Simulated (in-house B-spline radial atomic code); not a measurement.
Orbital energies and mean radii along the 44-electron series, configuration 1s2 2s2 2p6 3s2 3p6 3d10 4s2 4p6 4d3/2(4) 4d5/2(4). The effective charge is n√(-2ε), a non-relativistic measure. Computed with an all-electron radial atomic-structure program (B-spline basis): Dirac-Hartree-Fock, jj configuration that fills j = l - 1/2 first, finite nuclei.

```csv
ion,Z,energy of 4p1/2 (Eh),mean radius of 4p1/2 (bohr),energy of 4s1/2 (Eh),mean radius of 4s1/2 (bohr),effective charge of 4p1/2
Rh+,45,-2.7688,1.0732,-3.9959,0.99003,9.4129
Pd2+,46,?,?,?,?,?
Ag3+,47,-4.3286,0.9742,-5.6992,0.91208,11.769
Cd4+,48,-5.2464,0.93016,-6.694,0.87642,12.957
In5+,49,-6.2465,0.88967,-7.7734,0.84305,14.138
Sn6+,50,-7.3254,0.85242,-8.9335,0.81187,15.311
Sb7+,51,-8.4809,0.81811,-10.172,0.78273,16.474
Te8+,52,-9.7115,0.78641,-11.486,0.75548,17.629
I9+,53,-11.016,0.75706,-12.877,0.72996,18.776
Xe10+,54,?,?,?,?,?
Cs11+,55,?,?,?,?,?
Ba12+,56,-15.371,0.68071,-17.494,0.66239,22.178
```

Fill in the row of Pd2+.

energy of 4p1/2 (Eh): -3.499; mean radius of 4p1/2 (bohr): 1.0219; energy of 4s1/2 (Eh): -4.7957; mean radius of 4s1/2 (bohr): 0.95001; effective charge of 4p1/2: 10.581.

Fill in the row of Xe10+.

energy of 4p1/2 (Eh): -12.395; mean radius of 4p1/2 (bohr): 0.7298; energy of 4s1/2 (Eh): -14.342; mean radius of 4s1/2 (bohr): 0.70603; effective charge of 4p1/2: 19.916.

Fill in the row of Cs11+.

energy of 4p1/2 (Eh): -13.846; mean radius of 4p1/2 (bohr): 0.70441; energy of 4s1/2 (Eh): -15.881; mean radius of 4s1/2 (bohr): 0.68355; effective charge of 4p1/2: 21.05.

How does the screening of 4p1/2 change?

Z less the effective charge goes from 35.59 at Z = 45 to 33.82 at Z = 56.
